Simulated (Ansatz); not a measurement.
Cost and result for the atomization energy of CH5InO3 (`C[O][In]([OH])[OH]`) (10 atoms, 9 bonds).

Cartesian coordinates in Å:
```
C -0.627 1.105 1.454
O 0.502 0.443 0.935
In 0.435 -0.595 -0.738
O 2.067 -1.491 -1.391
O -1.250 -0.739 -1.755
H -1.448 0.418 1.694
H -0.329 1.604 2.382
H -1.020 1.870 0.774
H 2.816 -1.344 -0.808
H -1.146 -1.271 -2.548
```

Charge 0, multiplicity 1. Correlated methods include outer-core shells of In, which these sets cover unevenly. In: def2 effective core potential. Geometry: relaxed with PBE0-D4/def2-TZVP. It is one conformer, not always the lowest. Program: Ansatz. Hardware: A = 2 threads of an AMD EPYC 7R13 on a shared host; B = 2 threads of an AMD EPYC 7R13 on a shared host and a share of an NVIDIA H100 80 GB. Times are those of one run each, without the atoms' runs, and a repeat can differ threefold. Electronic energies, without spin–orbit coupling; frozen cores. CCSD(T)/CBS adds CCSD(T) − MP2 in def2-TZVPP to the MP2 limit, and its time is that of the two runs behind it. T1 = 0.017. With those shells the extrapolation isn't a true limit. B3LYP takes the VWN-RPA correlation (the form of Gaussian; ORCA's B3LYP/G).

CCSD(T)/CBS is a level of theory with its own doubt, some kJ/mol a heavy atom from the limit and from the frozen cores, so smaller differences don't rank the functionals.

```csv
level,functions,wall time,atomization (kJ/mol),difference from CCSD(T)/CBS,per bond
PBE-D4/def2-TZVPP (with forces) [A],244,3.4 s,3540.1,39.9,4.4
PBE0-D4/def2-TZVPP [A],244,4 s,3421.2,-79.0,-8.8
MP2/def2-QZVPP [B],460,4.1 s,3544.5,44.3,4.9
r2SCAN-D4/def2-TZVPP (with forces) [A],244,6 s,3465.8,-34.4,-3.8
B3LYP-D4/def2-TZVPP (with forces) [A],244,6.5 s,3429.3,-70.9,-7.9
CCSD(T)/def2-TZVPP [B],244,7 s,3377.9,-122.3,-13.6
B2PLYP/def2-TZVPP [A],244,8 s,3416.4,-83.8,-9.3
ωB97X-V/def2-TZVPP [A],244,11 s,3470.3,-29.9,-3.3
CCSD(T)/CBS(def2),–,11 s,3500.2,0.0,0.0
ωB97M-V/def2-TZVPP (with forces) [A],244,15 s,3465.0,-35.2,-3.9
```

In def2-TZVPP, CCSD(T) changes the Hartree–Fock value by +1087.2 kJ/mol (the triples alone add +70.7 kJ/mol) and MP2 by +1180.3 kJ/mol; breaking electron pairs costs correlation energy, which Hartree–Fock lacks. The D4 term adds +25.9 kJ/mol with B3LYP and +13.7 kJ/mol with PBE0; it sums over pairs of atoms, weighted by their polarisabilities, and B3LYP, whose exchange is more repulsive, gets the larger term. From PBE to PBE0 (25 % exact exchange), in def2-TZVPP and without D4, the atomization energy moves by −116.6 kJ/mol: exact exchange takes away binding that semilocal exchange gives to molecules.

Spin–orbit coupling would lower the free In atoms strongly, and the atomization energy with them, by more than many differences here.
